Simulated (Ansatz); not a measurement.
Consider the ligand exchange at a Ta–N bond: `[NH]=[Ta]([NH2])([OH])[OH]` + HCl → `[NH]=[Ta]([OH])([OH])[Cl]` + NH₃.

Isolated molecules relaxed with PBE0-D4/def2-TZVP in Ansatz; ΔE leaves out vibrations. CCSD(T)/CBS adds triple-zeta CCSD(T) − MP2 to the extrapolated MP2 energy (def2 sets, frozen cores). This one scheme is used for every species. Functionals use def2-TZVPP. B3LYP here is the variant with VWN-RPA as its local correlation; programs differ in this. HSE06 is defined as in plane-wave codes. Elements past krypton have def2 core potentials. For Ta outer-core shells are correlated without core-valence functions, which leaves a few kJ/mol of doubt a bond. Each species was taken in one conformer, which may not be the lowest.

`[NH]=[Ta]([NH2])([OH])[OH]`:

Cartesian coordinates in Å:
```
N -0.350 0.864 1.441
Ta -0.253 -0.021 -0.088
N 1.684 -0.384 -0.332
O -0.928 1.010 -1.558
O -1.237 -1.667 -0.029
H -0.483 1.370 2.299
H 2.070 -0.880 -1.122
H 2.417 -0.107 0.301
H -1.229 1.916 -1.604
H -1.692 -2.101 0.691
```

HCl:

Cartesian coordinates in Å:
```
Cl 0.279 -0.416 0.397
H -0.279 0.416 -0.397
```

`[NH]=[Ta]([OH])([OH])[Cl]`:

```xyz
8

N     0.976    0.574    0.984
Ta   -0.357    0.157   -0.087
O     0.284    0.104   -1.875
O    -1.005   -1.567    0.378
Cl   -2.036    1.748    0.132
H     1.722    0.837    1.606
H     1.154    0.300   -2.222
H    -0.738   -2.154    1.085
```

NH₃:

```xyz
4

N     0.112   -0.159   -0.204
H    -0.222    0.728   -0.560
H    -0.674   -0.618    0.239
H     0.784    0.048    0.525
```

Q: Is it downhill or uphill in electronic energy at CCSD(T)/CBS, and by how much? (Estimate.)

A: The calculation gave: Downhill: ΔE = -81.3 kJ/mol.

Q: What do these levels give: PBE-D4, B97M-V, B3LYP-D4, ωB97M-V, B2PLYP, PBE, PBE0, HSE06, BHLYP, RPA@PBE/def2-TZVPP, CCSD(T)/def2-TZVPP, MP2/def2-QZVPP? (Estimate.)

A: Ansatz gave: PBE-D4 -83.5, B97M-V -91.5, B3LYP-D4 -82.5, ωB97M-V -82.2, B2PLYP -85.2, PBE -84.0, PBE0 -85.7, HSE06 -86.0, BHLYP -84.9, RPA@PBE/def2-TZVPP -76.7, CCSD(T)/def2-TZVPP -80.4, MP2/def2-QZVPP -87.7 kJ/mol.

Largest T1 diagnostic among the species: 0.018.

Leaving LDA and LC-ωPBE aside and taking each functional with its dispersion term where it has one, the values, not all of them listed here, spread over 12.2 kJ/mol, from B97M-V to CAM-B3LYP-D4. LDA lies +7.1 kJ/mol from PBE without D4. At CCSD(T), def2-SVP lies +4.2 kJ/mol from the extrapolated value and def2-TZVPP +0.9 kJ/mol.
